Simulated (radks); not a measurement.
Results of a calculation; reference values are marked as such.
Problem. Ir III, 75 electrons, occupied as [Xe] 4f14 5d7. Code: a radial shooting solver on a logarithmic mesh with Libxc functionals. Model: scalar-relativistic Kohn-Sham, PBEsol, spin-unpolarised, spherical densities, point nucleus; hard spherical wall at 20 bohr. Some entries of the table are withheld. Estimate them.

orbital  occ.  eigenvalue (eV)  r(max) (bohr)  <r> (bohr)
1s          2        -76129.21        0.01082     0.01744
2s          2        -13332.32        0.06230         (1)
2p          6        -11584.82        0.05139     0.06625
3s          2        -3131.670            (2)      0.1905
3p          6        -2620.810         0.1746         (3)
3d         10              (4)         0.1421      0.1733
4s          2        -681.6572            (5)      0.4234
4p          6        -514.1207         0.4175      0.4507
4d         10        -308.4952         0.4263      0.4785
5s          2        -115.7269         0.8903      0.9778
4f         14         -79.9073         0.3948      0.5353
5p          6         -72.4503            (6)       1.133
5d          7         -24.4415          1.294       1.622
6s          0         -21.4754          2.248       2.545
6p          0         -13.9481          2.823       3.228

Solution. 
(1) 2s <r> (bohr): 0.07362
(2) 3s r(max) (bohr): 0.1757
(3) 3p <r> (bohr): 0.1914
(4) 3d eigenvalue (eV): -2058.631
(5) 4s r(max) (bohr): 0.3972
(6) 5p r(max) (bohr): 1.003
